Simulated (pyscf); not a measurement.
Cl–CH₂–ZrH(Cl)–Cl (SMILES Cl[CH2][ZrH]([Cl])[Cl]) → H₃C–Zr(Cl)(Cl)–Cl (SMILES [CH3][Zr]([Cl])([Cl])[Cl]) (concerted two-bond exchange; singlet surface; C–Cl, H–Zr broken, C–H, Cl–Zr formed). Single points on ωB97X-D3(BJ)/def2-SVP structures (PySCF, gas phase). Energies in kcal/mol from the reactant's lowest minimum found.

| level | barrier | reaction energy |
|---|---|---|
| ωB97X-D3(BJ)/def2-TZVP | 11.4 | -60.2 |
| PBE/def2-TZVP | 6.5 | -59.6 |
| r²SCAN/def2-TZVP | 7.2 | -61.6 |
| B3LYP-D3(BJ)/def2-TZVP | 7.8 | -61.1 |
| PBE0-D3(BJ)/def2-TZVP | 9.4 | -60.2 |
| ωB97M-D3(BJ)/def2-TZVP | 10.8 | -59.6 |

The functionals in the table span 4.9 kcal/mol in this barrier, from PBE to ωB97X-D3(BJ). What is counted as formed (Cl–Zr) is already present as a longer contact in the reactant adduct; forming that adduct is a step of its own. Cl–CH₂–ZrH(Cl)–Cl is closed by a dative Cl–Zr contact. This is the saddle that the search found; another between the same sides may lie lower. Elements past Kr carry the def2 core potentials, without spin-orbit coupling.
